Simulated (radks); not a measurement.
Q: Tl3+, 78 electrons, occupied as [Xe] 4f14 5d10 (the NIST ground configuration). All-electron calculation, Dirac Kohn-Sham, Wu-Cohen GGA, spin-unpolarised, spherical densities, finite nucleus; Fermi nuclear charge, rms radius 5.4759 fm. Program: a radial shooting solver on a logarithmic mesh with Libxc functionals. Some entries of the table are withheld. Estimate them.

| orbital | occ. | eigenvalue (Ry) | <r> (bohr) | <r^2> (bohr^2) |
|---|---|---|---|---|
| 1s1/2 | 2 | -6280.858 | 0.01632 | 0.0003692 |
| 2s1/2 | 2 | -1119.204 | 0.06808 | 0.005551 |
| 2p1/2 | 2 | -1074.962 | 0.05589 | 0.003911 |
| 2p3/2 | 4 | -923.1427 | 0.06468 | 0.005095 |
| 3s1/2 | 2 | -268.7534 | 0.1770 | 0.03600 |
| 3p1/2 | 2 | -248.6813 | (1) | 0.03273 |
| 3p3/2 | 4 | -214.9330 | (2) | 0.03909 |
| 3d3/2 | 4 | -181.6027 | 0.1595 | 0.02987 |
| 3d5/2 | 6 | -174.3943 | 0.1644 | 0.03160 |
| 4s1/2 | 2 | -61.64292 | 0.3916 | 0.1733 |
| 4p1/2 | 2 | -52.97472 | 0.3931 | 0.1760 |
| 4p3/2 | 4 | -44.76597 | 0.4275 | 0.2078 |
| 4d3/2 | 4 | (3) | 0.4334 | 0.2171 |
| 4d5/2 | 6 | (4) | 0.4445 | 0.2282 |
| 5s1/2 | 2 | -11.75810 | 0.8778 | 0.8640 |
| 4f5/2 | 6 | -10.71059 | 0.4645 | 0.2594 |
| 4f7/2 | 8 | -10.37247 | 0.4710 | 0.2667 |
| 5p1/2 | 2 | -8.84354 | 0.9409 | 0.9991 |
| 5p3/2 | 4 | -7.35235 | 1.034 | 1.208 |
| 5d3/2 | 4 | -3.36097 | 1.315 | 2.001 |
| 5d5/2 | 6 | -3.19105 | 1.360 | 2.139 |
| 6s1/2 | 0 | -2.57199 | 2.171 | 5.269 |
| 6p1/2 | 0 | (5) | 2.518 | (6) |
| 6p3/2 | 0 | (7) | 2.744 | (8) |

A: 
(1) 3p1/2 <r> (bohr): 0.1674
(2) 3p3/2 <r> (bohr): 0.1835
(3) 4d3/2 eigenvalue (Ry): -30.56910
(4) 4d5/2 eigenvalue (Ry): -29.03755
(5) 6p1/2 eigenvalue (Ry): -1.92833
(6) 6p1/2 <r^2> (bohr^2): 7.105
(7) 6p3/2 eigenvalue (Ry): -1.74579
(8) 6p3/2 <r^2> (bohr^2): 8.416
